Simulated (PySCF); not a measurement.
PySCF job for H₆OSn₂, SMILES [SnH3][O][SnH3], PBE-D3(BJ)/def2-SVP. Geometry optimised at PBE-D3(BJ)/def2-SVP. The def2 effective core potentials stand for the cores of Sn; spin–orbit coupling is left out.

```python
import numpy as np
from pyscf import gto, scf, dft, df
from pyscf.hessian import thermo

mol = gto.M(
    atom='''
    O    -0.00131153    0.85832541   -0.00000000
    Sn    0.00005146   -0.05253937   -1.78927988
    H     0.05415350    1.25308008   -2.91435568
    H    -1.45221641   -0.98896635   -1.94258557
    H     1.40073614   -1.07044700   -1.89868940
    Sn    0.00005146   -0.05253937    1.78927988
    H    -1.45221641   -0.98896634    1.94258557
    H     0.05415351    1.25308009    2.91435568
    H     1.40073615   -1.07044698    1.89868940
    ''',
    basis='def2-SVP',
    ecp={'Sn': 'def2-svp'},
    charge=0,
    spin=0,
    max_memory=1600,
    verbose=3,
)
mf = dft.RKS(mol, xc='pbe').density_fit(auxbasis='def2-universal-jkfit')
mf.disp = 'd3bj'
mf.grids.level = 3
mf.conv_tol = 1e-11
mf.max_cycle = 100
mf.kernel()

# [left out here: the lines that compute and print the analytic Hessian (its translational invariance restored by hand, since the grid's response is missing), thermochemistry and intensities]
```

It prints:

```
converged SCF energy = -507.222627055071

WARN: DFTD3 does not support analytical Hessian, using finite difference


WARN: Mole.unit (angstrom) is changed to Bohr

Mode                                 0                   1                   2
Irrep
Freq [cm^-1]                       25.7698             38.1134             76.2863
Reduced mass [au]                   1.6395              1.0116              9.9145
Force const [Dyne/A]                0.0006              0.0009              0.0340
Char temp [K]                      37.0770             54.8366            109.7590
Normal mode                   x     y     z       x     y     z       x     y     z
       0   O                 0.16  0.00  0.00   -0.00  0.00  0.00   -0.00  0.11 -0.00
       1  Sn                -0.01 -0.00  0.00   -0.00  0.00 -0.00    0.00 -0.01  0.06
       2   H                -0.34  0.01 -0.01    0.41 -0.01  0.00    0.00 -0.09 -0.04
       3   H                 0.08 -0.18  0.23   -0.19  0.32 -0.15    0.00 -0.02  0.12
       4   H                 0.10  0.17 -0.22   -0.22 -0.31  0.15   -0.00 -0.02  0.13
       5  Sn                -0.01 -0.00 -0.00    0.00 -0.00 -0.00    0.00 -0.01 -0.06
       6   H                 0.08 -0.18 -0.23    0.19 -0.32 -0.15    0.00 -0.02 -0.12
       7   H                -0.34  0.01  0.01   -0.41  0.01  0.00    0.00 -0.09  0.04
       8   H                 0.10  0.17  0.22    0.22  0.31  0.15   -0.00 -0.02 -0.13
Mode                                 3                   4                   5
Irrep
Freq [cm^-1]                      375.5175            466.5122            468.0334
Reduced mass [au]                   3.6235              1.0395              1.0463
Force const [Dyne/A]                0.3011              0.1333              0.1350
Char temp [K]                     540.2861            671.2072            673.3958
Normal mode                   x     y     z       x     y     z       x     y     z
       0   O                 0.00  0.17 -0.00    0.00 -0.00  0.01   -0.00  0.00 -0.02
       1  Sn                -0.00 -0.01 -0.03    0.01 -0.01 -0.00    0.01  0.01  0.00
       2   H                 0.00 -0.18 -0.23   -0.13  0.18  0.21   -0.08 -0.31 -0.37
       3   H                 0.00 -0.04  0.12   -0.15  0.20  0.21   -0.08  0.05  0.45
       4   H                -0.00 -0.03  0.13   -0.13 -0.13 -0.50   -0.10 -0.14  0.04
       5  Sn                -0.00 -0.01  0.03   -0.01  0.01 -0.00   -0.01 -0.01  0.00
       6   H                 0.00 -0.04 -0.12    0.15 -0.20  0.21    0.08 -0.05  0.45
       7   H                 0.00 -0.18  0.23    0.13 -0.18  0.21    0.08  0.31 -0.37
       8   H                -0.00 -0.03 -0.13    0.13  0.13 -0.50    0.10  0.14  0.04
Mode                                 6                   7                   8
Irrep
Freq [cm^-1]                      493.0375            526.1575            641.3480
Reduced mass [au]                   1.1739              1.4221              1.2517
Force const [Dyne/A]                0.1681              0.2320              0.3033
Char temp [K]                     709.3711            757.0235            922.7570
Normal mode                   x     y     z       x     y     z       x     y     z
       0   O                -0.09 -0.00  0.00   -0.00  0.13 -0.00   -0.00 -0.00 -0.10
       1  Sn                 0.01  0.00 -0.00    0.00 -0.01 -0.00   -0.00  0.01  0.01
       2   H                -0.12 -0.01 -0.02   -0.00  0.29  0.34    0.00 -0.20 -0.25
       3   H                -0.15  0.18  0.39   -0.00  0.04 -0.25    0.06 -0.05 -0.37
       4   H                -0.15 -0.17 -0.38    0.00  0.02 -0.28   -0.05 -0.05 -0.38
       5  Sn                 0.01  0.00  0.00    0.00 -0.01  0.00    0.00 -0.01  0.01
       6   H                -0.15  0.18 -0.39   -0.00  0.04  0.25   -0.06  0.05 -0.37
       7   H                -0.12 -0.01  0.02   -0.00  0.29 -0.34   -0.00  0.20 -0.25
       8   H                -0.15 -0.17  0.38    0.00  0.02  0.28    0.05  0.05 -0.38
Mode                                 9                  10                  11
Irrep
Freq [cm^-1]                      669.1921            673.0923            673.8742
Reduced mass [au]                   1.0179              1.0185              1.0247
Force const [Dyne/A]                0.2686              0.2719              0.2742
Char temp [K]                     962.8185            968.4300            969.5550
Normal mode                   x     y     z       x     y     z       x     y     z
       0   O                -0.00 -0.00 -0.00    0.00 -0.00 -0.00    0.00 -0.00 -0.02
       1  Sn                 0.01  0.00  0.00    0.01  0.00 -0.00   -0.00  0.01 -0.00
       2   H                -0.54  0.02 -0.00   -0.55  0.03  0.02    0.03  0.09  0.13
       3   H                -0.09  0.15 -0.23   -0.08  0.14 -0.20    0.25 -0.42  0.06
       4   H                -0.13 -0.19  0.23   -0.14 -0.20  0.24   -0.26 -0.39  0.03
       5  Sn                -0.01 -0.00  0.00    0.01  0.00  0.00    0.00 -0.01 -0.00
       6   H                 0.09 -0.15 -0.23   -0.08  0.14  0.20   -0.25  0.42  0.06
       7   H                 0.54 -0.02 -0.00   -0.55  0.03 -0.02   -0.03 -0.09  0.13
       8   H                 0.13  0.19  0.23   -0.14 -0.20 -0.24    0.26  0.39  0.03
Mode                                12                  13                  14
Irrep
Freq [cm^-1]                      676.9013            704.6398            759.8290
Reduced mass [au]                   1.0189              1.0291              4.0100
Force const [Dyne/A]                0.2751              0.3011              1.3640
Char temp [K]                     973.9103           1013.8197           1093.2247
Normal mode                   x     y     z       x     y     z       x     y     z
       0   O                 0.00  0.00 -0.00   -0.00 -0.00 -0.00   -0.00  0.00  0.22
       1  Sn                 0.00 -0.00  0.00   -0.00 -0.01 -0.01    0.00 -0.00 -0.01
       2   H                -0.06 -0.17 -0.22    0.01  0.22  0.26   -0.00 -0.14 -0.16
       3   H                -0.21  0.37 -0.21   -0.17  0.22  0.33    0.06 -0.07 -0.14
       4   H                 0.22  0.33 -0.16    0.17  0.21  0.33   -0.06 -0.07 -0.14
       5  Sn                 0.00 -0.00 -0.00   -0.00 -0.01  0.01   -0.00  0.00 -0.01
       6   H                -0.21  0.37  0.21   -0.17  0.22 -0.33   -0.06  0.07 -0.14
       7   H                -0.06 -0.17  0.22    0.01  0.22 -0.26    0.00  0.14 -0.16
       8   H                 0.22  0.33  0.16    0.17  0.21 -0.33    0.06  0.07 -0.14
Mode                                15                  16                  17
Irrep
Freq [cm^-1]                     1821.2464           1832.2019           1833.7472
Reduced mass [au]                   1.0113              1.0114              1.0184
Force const [Dyne/A]                1.9764              2.0005              2.0176
Char temp [K]                    2620.3681           2636.1306           2638.3540
Normal mode                   x     y     z       x     y     z       x     y     z
       0   O                -0.00 -0.00 -0.01    0.00 -0.00 -0.00   -0.00  0.00  0.00
       1  Sn                 0.00 -0.00 -0.00    0.00 -0.00 -0.00    0.01 -0.00  0.00
       2   H                -0.00 -0.10  0.07   -0.00 -0.10  0.08    0.02  0.00 -0.00
       3   H                 0.41  0.24  0.03    0.41  0.25  0.04   -0.42 -0.28 -0.04
       4   H                -0.41  0.28  0.02   -0.41  0.29  0.03   -0.38  0.29  0.03
       5  Sn                -0.00  0.00 -0.00    0.00 -0.00  0.00   -0.01  0.00  0.00
       6   H                -0.41 -0.24  0.03    0.41  0.25 -0.04    0.42  0.28 -0.04
       7   H                 0.00  0.10  0.07   -0.00 -0.10 -0.08   -0.02 -0.00 -0.00
       8   H                 0.41 -0.28  0.02   -0.41  0.28 -0.03    0.38 -0.29  0.03
Mode                                18                  19                  20
Irrep
Freq [cm^-1]                     1841.0994           1873.3421           1876.3294
Reduced mass [au]                   1.0187              1.0170              1.0172
Force const [Dyne/A]                2.0344              2.1029              2.1099
Char temp [K]                    2648.9322           2695.3221           2699.6202
Normal mode                   x     y     z       x     y     z       x     y     z
       0   O                 0.00 -0.00  0.00    0.00 -0.00 -0.00   -0.00  0.00 -0.00
       1  Sn                 0.01 -0.00  0.00    0.00  0.01 -0.00    0.00  0.01 -0.00
       2   H                 0.02 -0.00  0.00   -0.02 -0.53  0.44   -0.02 -0.53  0.45
       3   H                -0.42 -0.28 -0.04   -0.08 -0.03 -0.02   -0.08 -0.03 -0.02
       4   H                -0.39  0.29  0.03    0.08 -0.04 -0.01    0.08 -0.04 -0.01
       5  Sn                 0.01 -0.00 -0.00   -0.00 -0.01 -0.00    0.00  0.01  0.00
       6   H                -0.42 -0.28  0.04    0.08  0.03 -0.02   -0.08 -0.03  0.02
       7   H                 0.02 -0.00 -0.00    0.02  0.53  0.44   -0.02 -0.53 -0.44
       8   H                -0.39  0.29 -0.03   -0.08  0.04 -0.01    0.08 -0.04  0.01
temperature 298.1500 [K]
pressure 101325.00 [Pa]
Rotational constants [GHz] 17.98368 0.63147 0.62239
Symmetry number 1
Zero-point energy (ZPE) 0.04180 [Eh]   109735.068 [J/mol]
                           tot       elec      trans        rot        vib
Entropy [J/mol/K]       386.436      0.000    178.071    118.032     90.332
Cv [J/mol/K]            103.162      0.000     12.472     12.472     78.219
Cp [J/mol/K]            111.477      0.000     20.786     12.472     78.219
Internal energy [J/mol]                      3718.434   3718.434 121912.053
Internal energy [Eh]   -507.17336  -507.22263
Enthalpy [J/mol]                             6197.391   3718.434 121912.053
Enthalpy [Eh]          -507.17242
Gibbs free energy [J/mol]                  -46894.575 -31472.917  94979.517
Gibbs free energy [Eh] -507.21630
mode   freq/cm-1   IR/(km/mol)
   1       25.77         2.314
   2       38.11         0.000
   3       76.29         0.316
   4      375.52         0.563
   5      466.51         0.176
   6      468.03         0.418
   7      493.04        62.442
   8      526.16        58.819
   9      641.35       698.904
  10      669.19         0.082
  11      673.09       130.500
  12      673.87         1.622
  13      676.90        74.356
  14      704.64        73.985
  15      759.83        41.039
  16     1821.25        61.260
  17     1832.20       108.850
  18     1833.75         0.265
  19     1841.10       378.309
  20     1873.34       120.414
  21     1876.33       195.978
max |gradient| / (hartree/bohr): 5.134557417607644e-05
APT charges: [-1.054   1.411  -0.2853 -0.2996 -0.2991  1.411  -0.2996 -0.2853 -0.2991]
```

The calculation finished and met its thresholds.
